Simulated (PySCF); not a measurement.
# Core-level binding energies of `FC=C1C=CC=C1`

C6H5F.
SMILES with atom numbers: `[F:1][CH:2]=[C:3]1[CH:4]=[CH:5][CH:6]=[CH:7]1`

Geometry (GFN2-xTB, Å), atoms numbered from 1 in this order:
```xyz
12
C6H5F angstrom
F     -2.789    0.887    0.196
C     -1.977   -0.167    0.089
C     -0.649   -0.050    0.028
C      0.295   -1.158   -0.089
C      1.535   -0.640   -0.120
C      1.447    0.810   -0.026
C      0.155    1.169    0.062
H     -2.522   -1.101    0.058
H      0.005   -2.190   -0.138
H      2.460   -1.180   -0.202
H      2.300    1.464   -0.028
H     -0.260    2.155    0.144
```

Level of theory: delta-SCF UKS SCAN, pcX-2 on the ionised atom, pcseg-1 elsewhere, spin-free X2C (PySCF). Vertical ΔSCF values, vacuum level as zero.

Q: List the computed XPS lines with their assignment.

A: 
```tsv
atom(s)	bonded to	level	binding energy (eV)	above the level's lowest (eV)	count
F1	C	F 1s	693.30	0.00	1
C2	F, C (double bond) and H	C 1s	292.93	+2.99	1
C3	C (double bond) and 2 C	C 1s	290.95	+1.01	1
C4	C (double bond), C and H	C 1s	290.02	+0.08	1
C5	C (double bond), C and H	C 1s	290.06	+0.12	1
C6	C (double bond), C and H	C 1s	290.07	+0.13	1
C7	C (double bond), C and H	C 1s	289.94	0.00	1
```

Lowest listed C 1s: C7, bonded to C (double bond), C and H. Highest, 2.99 eV above it: C2, bonded to F, C (double bond) and H. The widest gap between neighbouring values is 1.98 eV, between 290.95 and 292.93 eV. Summing the Pauling electronegativity differences to the bonded atoms, each weighted by its formal bond order, gives -0.35 for the lowest site and +1.08 for the highest; no listed site has a larger sum than the highest. The values 290.02, 290.06 and 290.07 eV lie too close for their order to be trusted.

Q: What is the C 1s shift of C5 against C2?

A: 290.06 − 292.93 = -2.87 eV, or -277 kJ/mol.

Geometry: GFN2-xTB; no solvent, vibrations or thermal averaging.

Time: 99 s of wall time; peak memory 0.64 GiB. Hardware: one thread of an Arm Neoverse V1, on a shared host.
